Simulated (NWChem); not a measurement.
Molecule: MgH2Se; SMILES [SeH][MgH]

This build's default masses of Se (78.918 u) and Br (79.917 u) are each other's, which moves their modes by up to 0.6 %.

Question: Give the equilibrium geometry at PBE-D3(BJ)/def2-SVP (NWChem) as a list of bonds and angles, with the point group.

Answer: point group Cs; any orientation.
Bond lengths (Å): Mg1–H2 1.702, Mg1–Se3 2.456, Se3–H4 1.488. Bond angles (°): H2–Mg1–Se3 179.2, Mg1–Se3–H4 88.6.
